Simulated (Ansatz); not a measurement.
C3H9AlSi can be A, `C/[C]([AlH2])=C\[SiH3]`, or B, `[CH3][Al]1[CH2]C[SiH2]1`.

Gas-phase electronic energies from Ansatz, PBE0-D4/def2-TZVP geometries. CCSD(T)/CBS is the MP2 limit (def2-TZVPP, def2-QZVPP) plus CCSD(T) − MP2 in def2-TZVPP, frozen cores. Functionals use def2-TZVPP. B3LYP here is the variant with VWN-RPA as its local correlation; programs differ in this.

Problem. Which isomer does CCSD(T)/CBS put lower? Give the gap. (An estimate is asked.)

Solution. Ansatz gave: B, by 70.3 kJ/mol.

Problem. Give E(B) − E(A) in kJ/mol with HF/def2-TZVPP, B2PLYP, PBE-D4, ωB97M-V, CCSD/def2-TZVPP, r2SCAN-D4, B3LYP. (Best estimate.)

Solution. The calculation gave: HF/def2-TZVPP -29.4, B2PLYP -64.1, PBE-D4 -91.2, ωB97M-V -73.3, CCSD/def2-TZVPP -66.6, r2SCAN-D4 -82.8, B3LYP -62.1. None reverses the order clearly.

Largest T1 diagnostic: 0.012.

The D4 term adds +4.3 kJ/mol with B3LYP and +2.4 kJ/mol with PBE0; it sums over pairs of atoms, weighted by their polarisabilities, and B3LYP, whose exchange is more repulsive, gets the larger term. In def2-TZVPP, CCSD(T) changes the Hartree–Fock value by −38.7 kJ/mol (the triples alone add −1.5 kJ/mol) and MP2 by −43.9 kJ/mol.
